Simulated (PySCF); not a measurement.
Input and output

[PbF3(H2O)]+ (singlet). PySCF 2.14.0, RKS PBE0, Pb def2-SVP with ECP60, F def2-SVP, O def2-SVP, H def2-SVP; non-relativistic Hamiltonian with scalar-relativistic core potentials where named; density fitting; no spin-orbit coupling. Purpose: finer grid at the relaxed geometry.

```python
mol = gto.M(atom='''
Pb     0.09763    -0.13995     0.13995
F      0.96700     1.40008     1.03659
F     -1.28297    -1.14345     1.14345
F      0.96700    -1.03659    -1.40008
O     -1.21551     1.16363    -1.16363
H     -1.42207     2.09484    -0.97235
H     -1.42207     0.97235    -2.09484''',
    basis={'Pb': 'def2-SVP', 'F': 'def2-SVP', 'O': 'def2-SVP', 'H': 'def2-SVP'},
    ecp={'Pb': 'def2-SVP'},
    charge=1, spin=0)
mf = dft.RKS(mol, xc='PBE0')
mf.grids.atom_grid = (75, 302)
mf = mf.density_fit()  # fitting sets: Pb def2-universal-JKFIT, F def2-universal-JKFIT, O def2-universal-JKFIT, H def2-universal-JKFIT
mf.conv_tol = 1e-09; mf.max_cycle = 55
mf.kernel(dm0)  # dm0: converged density of the relaxed state
mf.nuc_grad_method().kernel()
```

Run from Python with OMP_NUM_THREADS=2; the lines above give its settings. Where DIIS fails, smearing, a level shift and second-order steps follow.
It took 9.6 s on 2 threads of Arm Neoverse V2, on a shared host, with gradient, populations and further properties, from an already converged density.

**Question.** Where do the frontier levels lie, over both spins?

**Answer.** HOMO -17.04 eV, LUMO -11.13 eV. 

**Question.** What are the Mulliken charges and spins?

**Answer.** 
| atom | charge (e) | spin (e) |
| --- | --- | --- |
| Pb1 | 1.603 | 0.000 |
| F2 | -0.296 | 0.000 |
| F3 | -0.287 | 0.000 |
| F4 | -0.296 | 0.000 |
| O5 | -0.281 | 0.000 |
| H6 | 0.279 | 0.000 |
| H7 | 0.279 | 0.000 |

**Question.** What forces act on the atoms (eV/Å)?

**Answer.** 
```
Pb   0.06  0.02 -0.02
F   -0.04 -0.04 -0.01
F    0.02 -0.01  0.01
F   -0.04  0.01  0.04
O   -0.01 -0.01  0.01
H    0.00  0.01  0.00
H    0.00  0.00 -0.01
```
Forces carry noise of the integration grid, about 0.01 to 0.03 eV/Å.
